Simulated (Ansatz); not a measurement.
Input for Ansatz (a program for electronic structure): U-PBE0/def2-TZVPP on PdN, 2S+1 = 4, a spin state set in the input, which need not be the lowest, a point of a bond scan (R = 1.798 Å). Elements past Kr take the def2 small-core potentials; no spin–orbit coupling.

Ansatz 0.2 input:
```yaml
crystal:
  periodic: [false, false, false]
  atoms:
    - {symbol: Pd, position_ang: [0.00000000, 0.00000000, 0.00000000]}
    - {symbol: N, position_ang: [0.00000000, 0.00000000, 1.79797500]}
basis:
  gaussian:
    orbitals: def2-TZVPP
    pivot_positions_ang: [[0.00000000, 0.00000000, 0.00000000], [0.00000000, 0.00000000, 1.79797500]]
hamiltonian:
  xc: {name: PBE0}
magnetization: {spin_polarized: true, initial_magnetization: 3}
output: {forces: true, orbitals: {seedname: ./end}}
```

Output:

```
WARN ansatz: RAYON_NUM_THREADS=2 ignored (pool sized by the plan → 2); use --threads N
Functional definition: PBE0
integrals: 0.02 GiB planned
549 factors; their error is unknown
mean field: 0.28 GiB planned
mean field evaluation 1: about -4961.7088 eV, gradient 3.0e1 eV
mean field evaluation 2: about -4943.6832 eV, gradient 6.5e1 eV
mean field evaluation 4: about -4965.3955 eV, gradient 4.7e0 eV
mean field evaluation 8: about -4965.5079 eV, gradient 3.9e-2 eV
mean field evaluation 16: about -4965.5706 eV, gradient 6.8e-5 eV
mean field -4965.57057362 eV, -182.4813527960 hartree, gradient 6.8e-5 eV, S^2 3.774356; 0 other end points of the search recorded, 0 dependent functions left out
the calculation of the forces begins
reference -4965.57060894 eV, -182.4813540937 hartree; 14, 11 occupied and 73, 76 virtual orbitals, 549 factors
Total energy: -4965.57060894 eV, -182.4813540937 hartree
Atom 0 at     0.000000     0.000000     0.000000 Å, force     0.000000     0.000000     0.132895 eV/Å
Atom 1 at     0.000000     0.000000     1.797975 Å, force    -0.000000    -0.000000    -0.132895 eV/Å
Dipole moment:     0.000000     0.000000    -0.657282 e Å
```

The calculation finished and met its thresholds.

Cost: around 2.2 core-seconds (rough).
